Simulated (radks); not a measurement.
The boron ion B2+ inside a hard spherical wall (all orbitals vanish at R), configuration held at [He] 2s1 and not refilled when levels cross. Calculated with a radial shooting solver on a logarithmic mesh with Libxc functionals: non-relativistic Kohn-Sham, PBE, spin-unpolarised, spherical densities, point nucleus; without spin polarisation the odd electron is poorly described. Eigenvalues in eV, with the zero of energy where the potential of the charges vanishes at infinity; a dash marks a level that is unbound or too diffuse for the functional's potential to be trusted. A positive occupied level is held by the wall or, in an anion where self-interaction has pushed it up, behind a barrier. The pressure on the wall is -dE/dV.

R (bohr)  E (hartree)  kinetic (hartree)    e(1s)    e(2s)  e(2p, empty)  e(3s, empty)  pressure (GPa)
free        -23.35945             23.301  -211.12  -31.466       -25.491             -               0
20          -23.35945             23.301  -211.12  -31.466       -25.491             -        < 0.0001
12          -23.35945             23.301  -211.12  -31.466       -25.491             -        < 0.0001
5           -23.35839             23.313  -211.05  -31.407       -25.409        -5.533           0.239
3.5         -23.32745             23.507  -210.06  -30.186       -24.082        12.985            13.1
3           -23.26784             23.778  -208.89  -28.141       -22.157        30.398            49.5
2           -22.62196             25.744  -202.59   -8.390        -6.941        133.30             933
1.5         -21.05690             29.397  -194.47   36.875        22.357        303.08            5830
